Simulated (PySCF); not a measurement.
Hg⁶³⁺ (mercury, charge +63): UHF calculation

Configuration: [Ne] 3s2 3p5, 2P determinant. All numbers are calculated (PySCF 2.14, scalar relativity by spin-free X2C-1e, in an even-tempered Gaussian basis (17 s from 18 bohr⁻², ratio 2.5; 12 p from 23 bohr⁻², ratio 2.5; 4 d from 95 bohr⁻², ratio 2.7; 4 f from 140 bohr⁻², ratio 2.7)).

```json
{
 "Total energy": "-15169.209616 hartree",
 "One-electron energy": "-16523.7291 hartree",
 "Hartree (Coulomb) energy": "1549.3074 hartree",
 "Exchange energy": "-194.7879 hartree",
 "⟨S²⟩": "0.7502",
 "⟨L²⟩": "2.001",
 "Sum of ⟨r⟩": "1.710 bohr",
 "Sum of ⟨r²⟩": "0.2670 bohr²",
 "Traceless quadrupole moment −½Σ⟨3z² − r²⟩ along its main axis": "0.0130 e·bohr²"
}
```

```tsv
shell	electrons	mean orbital energy (hartree)	spread (hartree)	rms radius, mean of both spins (bohr)
1s α	1	-3256.99130	0	0.0187
1s β	1	-3256.67503	0	0.0187
2s α	1	-729.38263	0	0.0747
2s β	1	-729.18682	0	0.0747
2p α	3	-656.56330	0.44421	0.0684
2p β	3	-656.18222	0.38713	0.0684
3s α	1	-288.14218	0	0.180
3s β	1	-286.99499	0	0.180
3p α	3	-266.02748	0.65887	0.180
3p β	2	-265.49910	0	0.180
```

Spin-orbit coupling, absent here, splits the open shell strongly.

Densities and radii are taken from the X2C orbitals without a picture-change correction, which distorts them close to the nucleus.

Spin-orbit constants ζ (cm⁻¹) from the X2C one-electron operator on these orbitals: bare nucleus, nucleus screened by l(l+1)(2l+1)/3 electrons, and screened by the Breit-Pauli mean field of the electrons.

```json
{"shell": "2p", "bare": "9870000", "screened nucleus": "9623000", "mean field": "9542000"}
{"shell": "3p", "bare": "2576000", "screened nucleus": "2512000", "mean field": "2494000"}
```

To first order the Landé constant is A = -2494000 cm⁻¹, so the lowest level has J = 3/2 and lies 155 eV below the centre of the term. First order in ζ underestimates the shift of the j = l − 1/2 level at high Z.
